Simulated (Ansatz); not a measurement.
System: CH6O3Sn (charge 0, singlet). 
Coordinates optimised at B3LYP-D3(BJ)/def2-TZVP (Ansatz, an electronic-structure program):
```xyz
11

C      2.1277    -0.2690    -0.1885
Sn     0.0250    -0.0032    -0.0022
O     -0.9810    -0.9209    -1.4323
O     -0.5051     1.8974    -0.0825
O     -0.6754    -0.7032     1.7063
H      2.3847    -0.2986    -1.2448
H      2.6303     0.5648     0.2961
H      2.4062    -1.2044     0.2912
H     -1.6947    -1.4630    -1.0779
H     -1.2189     2.0445    -0.7130
H     -1.2304    -0.0576     2.1580
```
Charge 0, spin multiplicity 1.

Basis-set convergence of Hartree-Fock and CCSD correlation energies (hartree) with Ansatz. Correlated levels leave the core frozen unless marked. No spin-orbit coupling. The frozen core is the preceding noble-gas configuration, with the filled d and f shells of earlier blocks. In def2 rows, elements after Kr have scalar-relativistic effective core potentials.

| basis | functions | E(HF) | E(corr, CCSD) |
|---|---|---|---|
| def2-SVP | 112 | -479.12258 | -0.83569 |
| def2-TZVPP | 258 | … | … |

Task: Fill in the missing entries.

Result: 
- def2-TZVPP, E(HF): -479.48451
- def2-TZVPP, E(corr, CCSD): -1.04342
